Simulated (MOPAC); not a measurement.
Input file for MOPAC: PM6 on AsFH4 (a complex), monomers drawn apart or pushed together.

```
PM6 1SCF PRECISE CHARGE=0 THREADS=1
AsFH4

F      0.39188062 1    -0.76984146 1    -0.41880109 1
H      0.33146659 1    -0.43536347 1     0.45414705 1
As     0.05659747 1     1.10722970 1     4.46994277 1
H      1.23330483 1     1.76602565 1     5.16636908 1
H     -0.29393502 1     0.22627223 1     5.65514274 1
H     -0.92397210 1     2.20104518 1     4.85165690 1
```

It printed:

```
*******************************************************************************
 **                                                                           **
 **                              MOPAC v23.2.5                                **
 **                                                                           **
 *******************************************************************************
 ** MOPAC's Digital Object Identifier: https://doi.org/10.5281/zenodo.6511958 **
 **                                                                           **
 ** Please cite the open-source release paper for use of this MOPAC version:  **
 ** J. E. Moussa and J. J. P. Stewart (2026)                                  **
 ** MOPAC: An open-source semiempirical molecular orbital program             **
 ** J. Open Source Softw., 11(119), 8025, https://doi.org/10.21105/joss.08025 **
 *******************************************************************************

                              PM6 CALCULATION RESULTS

 *******************************************************************************
 *  PM6        - The PM6 Hamiltonian to be used
 *
 *
 *
 *                 CHARGE ON SYSTEM = 0
 *
 *
 *
 *  PRECISE    - TIGHTER CRITERIA TO BE USED
 *  1SCF       - DO 1 SCF AND THEN STOP
 *  THREADS=1  - MULTI-THREADING NOT USED
 *  T=         - A TIME OF 172800.0 SECONDS REQUESTED
 *  DUMP=N     - RESTART FILE WRITTEN EVERY 7200.0 SECONDS REQUESTED
 *******************************************************************************
PM6 1SCF PRECISE CHARGE=0 THREADS=1
 AsFH4

   ATOM   CHEMICAL          X               Y               Z
  NUMBER   SYMBOL      (ANGSTROMS)     (ANGSTROMS)     (ANGSTROMS)

     1       F          0.39188062  *  -0.76984146  *  -0.41880109  *
     2       H          0.33146659  *  -0.43536347  *   0.45414705  *
     3      As          0.05659747  *   1.10722970  *   4.46994277  *
     4       H          1.23330483  *   1.76602565  *   5.16636908  *
     5       H         -0.29393502  *   0.22627223  *   5.65514274  *
     6       H         -0.92397210  *   2.20104518  *   4.85165690  *



          CARTESIAN COORDINATES

    NO.       ATOM           X           Y           Z

     1         F          0.3919     -0.7698     -0.4188
     2         H          0.3315     -0.4354      0.4541
     3        As          0.0566      1.1072      4.4699
     4         H          1.2333      1.7660      5.1664
     5         H         -0.2939      0.2263      5.6551
     6         H         -0.9240      2.2010      4.8517

 General Reference for PM6:
 "Optimization of Parameters for Semiempirical Methods V: Modification of NDDO Approximations
 and Application to 70 Elements", J. J. P. Stewart, J. Mol. Mod., 13, 1173-1213 (2007)
 URL: https://link.springer.com/article/10.1007/s00894-007-0233-4

           Empirical Formula: H4 F As  =     6 atoms



      MOLECULAR POINT GROUP   :   C3v


      RHF CALCULATION, NO. OF DOUBLY OCCUPIED LEVELS = 8


 -------------------------------------------------------------------------------
 PM6 1SCF PRECISE CHARGE=0 THREADS=1
 AsFH4



     1SCF WAS SPECIFIED, SO BFGS WAS NOT USED
     SCF FIELD WAS ACHIEVED


                              PM6 CALCULATION
                                                       MOPAC v23.2.5 Linux




          FINAL HEAT OF FORMATION =        -51.87685 KCAL/MOL =    -217.05275 KJ/MOL


          COSMO AREA              =        107.14 SQUARE ANGSTROMS
          COSMO VOLUME            =         77.10 CUBIC ANGSTROMS

          IONIZATION POTENTIAL    =          9.835594 EV
          HOMO LUMO ENERGIES (EV) =         -9.836  3.574
          NO. OF FILLED LEVELS    =          8
          MOLECULAR WEIGHT        =         97.9516         POINT GROUP:  C3v

          MOLECULAR DIMENSIONS (Angstroms)

            Atom       Atom       Distance
            H     5    F     1     6.19317
            H     6    H     4     2.22309
            H     4    F     1     1.88311


          SCF CALCULATIONS        =          1





   ATOM   CHEMICAL          X               Y               Z
  NUMBER   SYMBOL      (ANGSTROMS)     (ANGSTROMS)     (ANGSTROMS)

     1       F          0.39188062  *  -0.76984146  *  -0.41880109  *
     2       H          0.33146659  *  -0.43536347  *   0.45414705  *
     3      As          0.05659747  *   1.10722970  *   4.46994277  *
     4       H          1.23330483  *   1.76602565  *   5.16636908  *
     5       H         -0.29393502  *   0.22627223  *   5.65514274  *
     6       H         -0.92397210  *   2.20104518  *   4.85165690  *

                             CARTESIAN COORDINATES

   1    F        0.391880620    -0.769841460    -0.418801090
   2    H        0.331466590    -0.435363470     0.454147050
   3   As        0.056597470     1.107229700     4.469942770
   4    H        1.233304830     1.766025650     5.166369080
   5    H       -0.293935020     0.226272230     5.655142740
   6    H       -0.923972100     2.201045180     4.851656900


           Empirical Formula: H4 F As  =     6 atoms



      MOLECULAR POINT GROUP   :   C3v


                  EIGENVALUES
 -40.86353 -17.70628 -17.16284 -15.78629 -15.78629 -12.35600 -12.35590  -9.83559
   3.57378   3.57764   3.57771   4.50909  54.74368  54.74372  54.81354  54.91366
  54.91369


              NET ATOMIC CHARGES AND DIPOLE CONTRIBUTIONS

  ATOM NO.   TYPE          CHARGE      No. of ELECS.   s-Pop       p-Pop       d-Pop
    1          F          -0.269181        7.2692     1.96229     5.30689
    2          H           0.269155        0.7308     0.73084
    3         As           0.128234        4.8718     1.73015     3.13265     0.00897
    4          H          -0.042736        1.0427     1.04274
    5          H          -0.042734        1.0427     1.04273
    6          H          -0.042738        1.0427     1.04274
 DIPOLE           X         Y         Z       TOTAL
 POINT-CHG.    -0.046     0.254     0.665     0.713
 HYBRID        -0.091     0.512     1.331     1.429
 SUM           -0.137     0.766     1.995     2.142


          ATOMIC ORBITAL ELECTRON POPULATIONS

     Atom    s        px        py        pz      x^2-y^2     xz        z^2       yz        xy
    1  F   1.96229   1.99712   1.91164   1.39813
    2  H   0.73084
    3 As   1.73015   0.95682   0.98989   1.18594   0.00040   0.00194   0.00120   0.00260   0.00283
    4  H   1.04274
    5  H   1.04273
    6  H   1.04274

 **********************
 *                    *
 * JOB ENDED NORMALLY *
 *                    *
 **********************




 == MOPAC DONE ==
```

The run finished.

Cost: very roughly 0.03 core-seconds.
